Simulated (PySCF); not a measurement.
Correlation energy of I (iodine, neutral)

[Kr] 4d10 5s1 5p6, 2S determinant (an excited configuration). Calculation: PySCF 2.14, in x2c-TZVPPall with one added diffuse shell each of s, p, d, f type (9s7p5d3f, 76 functions); scalar relativity by spin-free X2C-1e. Frozen: [Kr] 4d10; 7 electrons correlated.

```json
{"level": "CCSD", "correlation energy (mhartree)": "-246.80"}
{"level": "(T)", "correlation energy (mhartree)": "-50.80"}
{"level": "CCSD(T)", "correlation energy (mhartree)": "-297.60"}
```

Diagnostics: T1 = 0.027, D1 = 0.0452, largest double amplitude 0.290.

Task: Is a single reference adequate?

Result: Not fully. A double-excitation amplitude exceeds 0.15, a sign of near-degeneracy.
